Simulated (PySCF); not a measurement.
Vertical excitations of a molecule C3H8GeO from TDA-PBE/def2-SVPD (PySCF), as energy in eV (oscillator strength): 4.25 (0.007), 4.71 (0.016), 5.53 (0.043), 5.70 (0.004), 5.75 (0.078), 6.25 (0.003), 6.54 (0.046), 6.73 (0.021), 6.83 (0.174), 6.90 (0.158). Lowest triplet (TDA): 4.03 eV. Geometry: B3LYP-D3(BJ)/def2-SVP. One conformer was computed; it need not be the lowest.

**Question.** Pick the molecule that these values belong to.
A) C=[CH][Ge@@H]([CH3])[OH]
B) C/C=C/[O][GeH3]
C) C=C[CH2][GeH2][OH]
D) O=CC[CH2][GeH3]

**Answer.** B, C/C=C/[O][GeH3]
